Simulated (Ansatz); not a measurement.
`CC(=N)C[SeH]` and `CC(=N)CBr` differ in one atom or group.

Ansatz, PBE0-D4/def2-TZVP geometries, multiplicity 1. Each molecule was computed in one conformer, which needn't be the lowest.

Scalar relativity is left out up to krypton.

```json
{"property": "LUMO energy (B3LYP/def2-TZVPP) / eV", "`CC(=N)C[SeH]`": "-0.79"}
{"property": "HOMO–LUMO gap (B3LYP/def2-TZVPP) / eV", "`CC(=N)C[SeH]`": "5.69"}
{"property": "size of the dipole moment (B3LYP/def2-TZVPP) / D", "`CC(=N)C[SeH]`": "2.71"}
{"property": "HOMO energy (PBE/def2-TZVPP) / eV", "`CC(=N)C[SeH]`": "-5.53"}
{"property": "size of the dipole moment (ωB97M-V/def2-TZVPP) / D", "`CC(=N)C[SeH]`": "2.74"}
{"property": "LUMO energy (PBE/def2-TZVPP) / eV", "`CC(=N)C[SeH]`": "-1.57"}
```

Question: Give the same properties after the change, and the shifts. (An estimate is asked.)

Answer: Computed: 
```tsv
property	`CC(=N)CBr`	shift
LUMO energy (B3LYP/def2-TZVPP) / eV	-1.16	-0.37
HOMO–LUMO gap (B3LYP/def2-TZVPP) / eV	6.36	0.67
size of the dipole moment (B3LYP/def2-TZVPP) / D	2.48	-0.23
HOMO energy (PBE/def2-TZVPP) / eV	-6.28	-0.75
size of the dipole moment (ωB97M-V/def2-TZVPP) / D	2.49	-0.25
LUMO energy (PBE/def2-TZVPP) / eV	-1.97	-0.40
```

With PBE0 the HOMO falls by 1.05 eV and the LUMO falls by 0.37 eV, so the gap widens by about 0.68 eV. PBE moves the HOMO by -0.75 eV and ωB97M-V by -1.18 eV. Dipoles are sizes alone; their direction can turn.

B3LYP here is the variant with VWN-RPA as its local correlation; programs differ in this.

Spin–orbit coupling is left out; it splits and shifts lone-pair levels of the heavy atoms by tenths of an eV.
